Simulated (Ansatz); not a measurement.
`N[SiH2][SiH](F)[SiH3]` + H₂ → `F[SiH2][SiH3]` + `N[SiH3]`  (hydrogenolysis of the Si–Si bond)

Isolated molecules relaxed with PBE0-D4/def2-TZVP in Ansatz; ΔE leaves out vibrations. CCSD(T)/CBS is the MP2 limit (def2-TZVPP, def2-QZVPP) plus CCSD(T) − MP2 in def2-TZVPP, frozen cores. This one scheme is used for every species. Functionals use def2-TZVPP. Each species was taken in one conformer, which may not be the lowest.

Task: Is it downhill or uphill in electronic energy at CCSD(T)/CBS, and by how much? (Best estimate.)

Result: The calculation gave: Downhill: ΔE = -0.27 eV.

Task: What do these levels give: PBE-D4, r2SCAN-D4, ωB97X-V, PBE0, SCS-MP2/def2-TZVPP, CCSD/CBS(def2)? (Estimate.)

Result: The calculation gave: PBE-D4 -0.07, r2SCAN-D4 -0.18, ωB97X-V -0.28, PBE0 -0.24, SCS-MP2/def2-TZVPP -0.39, CCSD/CBS(def2) -0.33 eV.

Largest T1 diagnostic among the species: 0.013.

In def2-TZVPP, CCSD(T) changes the Hartree–Fock value by +0.33 eV (the triples alone add +0.06 eV) and MP2 by +0.33 eV. The D4 term adds +0.13 eV with B3LYP and +0.08 eV with PBE0; it sums over pairs of atoms, weighted by their polarisabilities, and B3LYP, whose exchange is more repulsive, gets the larger term.

B3LYP here is the variant with VWN-RPA as its local correlation; programs differ in this.
